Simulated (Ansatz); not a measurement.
`C#CN[SiH3]` + `N1[SiH2]P1` → `[SiH3]N1[SiH2]P1` + `C#CN` at 298.15 K and 1 bar (ligand exchange at the Si–N bond).

Isolated molecules relaxed with PBE0-D4/def2-TZVP in Ansatz; ΔE leaves out vibrations. CCSD(T)/CBS is the MP2 limit (def2-TZVPP, def2-QZVPP) plus CCSD(T) − MP2 in def2-TZVPP, frozen cores. This one scheme is used for every species. One conformer a species, not always the lowest.

```json
{"species": "`C#CN[SiH3]`", "CCSD(T)/CBS energy (Eh)": "-422.82807", "H − E (kJ/mol)": "175.2", "S (J/(mol·K))": "316.7"}
{"species": "`N1[SiH2]P1`", "CCSD(T)/CBS energy (Eh)": "-687.10203", "H − E (kJ/mol)": "122.9", "S (J/(mol·K))": "281.9"}
{"species": "`[SiH3]N1[SiH2]P1`", "CCSD(T)/CBS energy (Eh)": "-977.41004", "H − E (kJ/mol)": "170.6", "S (J/(mol·K))": "345.3"}
{"species": "`C#CN`", "CCSD(T)/CBS energy (Eh)": "-132.52893", "H − E (kJ/mol)": "129.7", "S (J/(mol·K))": "253.5"}
```

H − E and S are ideal-gas, rigid-rotor, harmonic terms from PBE0-D4/def2-TZVP, for one conformer and one mirror image of each species. 1 Eh = 2625.50 kJ/mol, R = 8.31446 J/(mol·K).

Question: By hand: ΔE, ΔH, ΔS and ΔG.

Answer: ΔE = (-977.41004) + (-132.52893) − (-422.82807) − (-687.10203) = -0.00887 Eh = -23.3 kJ/mol. Δ(H − E) = 170.6 + 129.7 − 175.2 − 122.9 = 2.2, so ΔH = -21.1 kJ/mol. ΔS = 345.3 + 253.5 − 316.7 − 281.9 = 0.2 J/(mol·K). ΔG = -21.1 − 298.15 × (0.2)/1000 = -21.2 kJ/mol.

Question: By hand: the equilibrium constant, and the temperature at which ΔG would vanish if ΔH and ΔS stayed fixed.

Answer: log₁₀ K = −ΔG/(RT ln 10) = 3.7. ΔH and −TΔS have one sign here, so there is no such temperature. One of them is within its doubt of zero, so this could turn.

The number of gas molecules stays the same, so ΔS is small and ΔH decides. A doubt of 5 kJ/mol in ΔE shifts log₁₀ K by 0.9 here. Other conformers and mirror images would add mixing entropy, several J/(mol·K) or more a flexible species. These are equilibria of isolated gas molecules and say nothing of rates. Largest T1 diagnostic: 0.015 (customary marks: 0.02 for closed shells, 0.045 for open ones).
